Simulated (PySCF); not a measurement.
Isomers of C6H7N3, mass 121.064 u with the commonest isotopes. Level of theory: CAM-B3LYP/def2-SVPD in PySCF (dipole) on a GFN2-xTB geometry, gas phase. One conformer each, none proved a minimum here; rigid rotors.

Question: Order these by dipole moment, largest first.
A. `[cH:1]1[cH:2][c:3]([CH:4]2[CH2:5][CH2:6]2)[n:7][n:8][n:9]1` with C2–C3–C4–C5 146°
B. `[CH3:1][CH2:2][n:3]1[n:4][cH:5][cH:6][c:7]1[C:8]#[N:9]` with C1–C2–N3–N4 -103°
C. `[CH:1]#[C:2][CH2:3][n:4]1[n:5][cH:6][c:7]([CH3:8])[n:9]1` with C2–C3–N4–N5 92°
D. `[CH2:1]=[CH:2][c:3]1[cH:4][n:5][n:6][n:7][c:8]1[CH3:9]` with C1–C2–C3–C4 -30°
E. `[cH:1]1[n:2][cH:3][c:4]([CH:5]2[CH2:6][CH2:7]2)[n:8][n:9]1` with C3–C4–C5–C6 -146°
F. `[CH:1]#[C:2][CH2:3][n:4]1[cH:5][c:6]([CH3:7])[n:8][n:9]1` with C2–C3–N4–C5 -53°

Answer: D (5.86 D), A (5.22 D), F (4.31 D), E (2.94 D), B (2.12 D), C (0.53 D).

Question: Order these by out-of-plane moment Σ m c² = (Ia + Ib − Ic)/2, largest first.
A. `[CH3:1][CH2:2][n:3]1[n:4][cH:5][cH:6][c:7]1[C:8]#[N:9]` with C1–C2–N3–N4 -103°
B. `[CH2:1]=[CH:2][c:3]1[cH:4][n:5][n:6][n:7][c:8]1[CH3:9]` with C1–C2–C3–C4 -30°
C. `[CH:1]#[C:2][CH2:3][n:4]1[n:5][cH:6][c:7]([CH3:8])[n:9]1` with C2–C3–N4–N5 92°
D. `[cH:1]1[n:2][cH:3][c:4]([CH:5]2[CH2:6][CH2:7]2)[n:8][n:9]1` with C3–C4–C5–C6 -146°
E. `[CH:1]#[C:2][CH2:3][n:4]1[cH:5][c:6]([CH3:7])[n:8][n:9]1` with C2–C3–N4–C5 -53°

Answer: C (40.46 u·Å²), E (20.90 u·Å²), D (19.60 u·Å²), A (18.71 u·Å²), B (4.30 u·Å²).

Question: Order these by radius of gyration √(Σ m r²/M), smallest first.
A. `[CH:1]#[C:2][CH2:3][n:4]1[n:5][cH:6][c:7]([CH3:8])[n:9]1` with C2–C3–N4–N5 92°
B. `[cH:1]1[n:2][cH:3][c:4]([CH:5]2[CH2:6][CH2:7]2)[n:8][n:9]1` with C3–C4–C5–C6 -146°
C. `[CH2:1]=[CH:2][c:3]1[cH:4][n:5][n:6][n:7][c:8]1[CH3:9]` with C1–C2–C3–C4 -30°

Answer: C (2.032 Å), B (2.053 Å), A (2.193 Å).

```json
{"SMILES": "c1ncc(C2CC2)nn1", "point group": "Cs", "Ia (u·Å²)": "110.24", "Ib (u·Å²)": "419.61", "Ic (u·Å²)": "490.66", "κ": "-0.90", "μa (D)": "1.76", "μb (D)": "2.36", "μc (D)": "0.00"}
{"SMILES": "C#CCn1ncc(C)n1", "point group": "C1", "Ia (u·Å²)": "124.24", "Ib (u·Å²)": "498.61", "Ic (u·Å²)": "541.92", "κ": "-0.95", "μa (D)": "0.46", "μb (D)": "0.18", "μc (D)": "0.17"}
{"SMILES": "c1cc(C2CC2)nnn1", "point group": "Cs", "Ia (u·Å²)": "110.21", "Ib (u·Å²)": "421.14", "Ic (u·Å²)": "492.19", "κ": "-0.90", "μa (D)": "2.42", "μb (D)": "4.62", "μc (D)": "0.00"}
{"SMILES": "C#CCn1cc(C)nn1", "point group": "C1", "Ia (u·Å²)": "127.23", "Ib (u·Å²)": "486.20", "Ic (u·Å²)": "571.63", "κ": "-0.90", "μa (D)": "2.51", "μb (D)": "2.95", "μc (D)": "1.89"}
{"SMILES": "C=Cc1cnnnc1C", "point group": "C1", "Ia (u·Å²)": "188.78", "Ib (u·Å²)": "315.54", "Ic (u·Å²)": "495.72", "κ": "-0.30", "μa (D)": "5.63", "μb (D)": "1.60", "μc (D)": "0.23"}
{"SMILES": "CCn1nccc1C#N", "point group": "C1", "Ia (u·Å²)": "232.39", "Ib (u·Å²)": "277.78", "Ic (u·Å²)": "472.73", "κ": "0.36", "μa (D)": "1.64", "μb (D)": "1.34", "μc (D)": "0.14"}
```
